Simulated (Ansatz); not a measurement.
C3H6AlF, SMILES `F[CH2][Al]1[CH2][CH2]1` at its PBE0-D4/def2-TZVP geometry, where that method's forces vanish. Total charge 0; spin multiplicity 1.

```tsv
atom	x (Å)	y (Å)	z (Å)
F1	0.166	2.011	-0.972
C2	1.012	1.047	-1.729
Al3	0.213	0.031	-0.293
C4	0.076	-0.614	1.487
C5	-1.167	-0.967	0.546
H6	2.026	1.439	-1.690
H7	0.630	1.044	-2.747
H8	0.629	-1.482	1.843
H9	-0.169	0.038	2.324
H10	-1.308	-2.033	0.373
H11	-2.107	-0.514	0.857
```

(1) For each bond, give half the difference of the two atoms' forces along it (eV/Å; positive pushes the atoms apart) under PBE-D4, r2SCAN-D4, B3LYP-D4, ωB97M-V in def2-TZVPP. (Estimate.)

Answers

(1) Computed: 
| bond | length (Å) | PBE-D4 | r2SCAN-D4 | B3LYP-D4 | ωB97M-V |
| --- | --- | --- | --- | --- | --- |
| F1–C2 | 1.489 | 0.49 | 0.40 | 0.44 | 0.27 |
| C2–Al3 | 1.933 | 0.00 | 0.06 | 0.12 | 0.12 |
| C2–H6 | 1.088 | 0.07 | -0.07 | -0.13 | -0.12 |
| C2–H7 | 1.088 | 0.07 | -0.07 | -0.13 | -0.12 |
| Al3–C4 | 1.898 | 0.08 | 0.05 | 0.08 | 0.02 |
| Al3–C5 | 1.898 | 0.08 | 0.05 | 0.08 | 0.02 |
| C4–C5 | 1.599 | 0.09 | 0.19 | 0.28 | 0.21 |
| C4–H8 | 1.089 | 0.09 | -0.04 | -0.10 | -0.09 |
| C4–H9 | 1.089 | 0.08 | -0.05 | -0.10 | -0.09 |
| C5–H10 | 1.089 | 0.09 | -0.04 | -0.10 | -0.09 |
| C5–H11 | 1.089 | 0.08 | -0.05 | -0.10 | -0.09 |

B3LYP here is the variant with VWN-RPA as its local correlation; programs differ in this.
